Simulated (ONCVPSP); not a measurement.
## Scattering properties, ONCV potential for chromium (Cr)

```json
{
 "Element": "chromium (Cr)",
 "Generator": "ONCVPSP 4.0.1",
 "Type": "optimised norm-conserving Vanderbilt (ONCV)",
 "Functional": "PBE",
 "Relativity": "scalar-relativistic",
 "Frozen core": "[Ar]",
 "Valence charge": "6",
 "Reference configuration": "3d5 4s1",
 "Partial waves": "4s: rc 2.55 bohr, ncon 4, nbas 7, qcut 3.2 1/bohr, 1 projector; p scattering state at 0.22 Ha: rc 2.60 bohr, ncon 4, nbas 8, qcut 3 1/bohr, 2 projectors, debl 2.6 Ha; 3d: rc 1.45 bohr, ncon 4, nbas 9, qcut 9.6 1/bohr, 1 projector",
 "Local potential": "polynomial inside 0.95 bohr (lpopt 5, dvloc0 2 Ha)",
 "Core correction": "polynomial model core, fcfact 0.6"
}
```

The phase is arctan(r·R′/R) of the radial function R(r), unwrapped; energies in Ha, scanned from -2 to 5 Ha. A pole is an energy at which the radial function vanishes at the test radius. The pseudo phase is shifted by a multiple of π to meet the all-electron one at the reference energy, and phase errors are pseudo minus all-electron; the curves can meet again beyond the range given. Levels narrower than the energy grid can be missing from the lists of poles.

```json
{"channel": "s", "radius (bohr)": "2.59", "reference energy (Ha)": "-0.15", "poles, all-electron": "1.03", "poles, pseudo": "0.89, 2.98", "unbroken range about the reference energy with phases within 0.05 rad": "below 1.0", "phase error 1 Ha above the reference energy (rad)": "-0.031"}
{"channel": "p", "radius (bohr)": "2.64", "reference energy (Ha)": "0.22", "poles, all-electron": "-1.66, 1.43", "poles, pseudo": "1.38, 2.33", "unbroken range about the reference energy with phases within 0.05 rad": "-1.5 to 2.2", "phase error 1 Ha above the reference energy (rad)": "-0.008"}
{"channel": "d", "radius (bohr)": "1.47", "reference energy (Ha)": "-0.11", "poles, all-electron": "0.85", "poles, pseudo": "0.88", "unbroken range about the reference energy with phases within 0.05 rad": "below 2.0", "phase error 1 Ha above the reference energy (rad)": "+0.011"}
```

Note: ghosts flagged at negative energy: s at -145.1 eV; GHOST(+) flagged for p at 62.6 eV. A true bound ghost makes a file unfit for plane-wave use.

Phases in the p channel:

```csv
E (Ha),all-electron,pseudo
-1.98,1.298,-1.818
-1.80,1.234,-1.834
-1.62,-1.721,-1.853
-1.44,-1.837,-1.876
-1.26,-1.880,-1.906
-1.08,-1.924,-1.944
-0.90,-1.978,-1.995
-0.72,-2.052,-2.068
-0.54,-2.165,-2.180
-0.36,-2.353,-2.368
-0.18,-2.699,-2.712
0.00,-3.279,-3.284
0.18,-3.855,-3.855
0.36,-4.196,-4.197
0.54,-4.383,-4.386
0.72,-4.497,-4.501
0.90,-4.574,-4.579
1.08,-4.630,-4.637
1.26,-4.676,-4.684
1.44,-4.715,-4.725
1.62,-4.752,-4.764
1.80,-4.788,-4.804
1.98,-4.828,-4.850
2.16,-4.875,-4.919
2.34,-4.937,-7.941
2.52,-5.028,-8.154
2.70,-5.186,-8.325
2.88,-5.523,-8.664
3.06,-6.286,-9.403
3.24,-7.044,-10.153
3.42,-7.376,-10.495
3.60,-7.529,-10.655
3.78,-7.616,-10.745
3.96,-7.672,-10.804
4.14,-7.711,-10.845
4.32,-7.741,-10.877
4.50,-7.765,-10.902
4.68,-7.785,-10.924
4.86,-7.803,-10.942
```
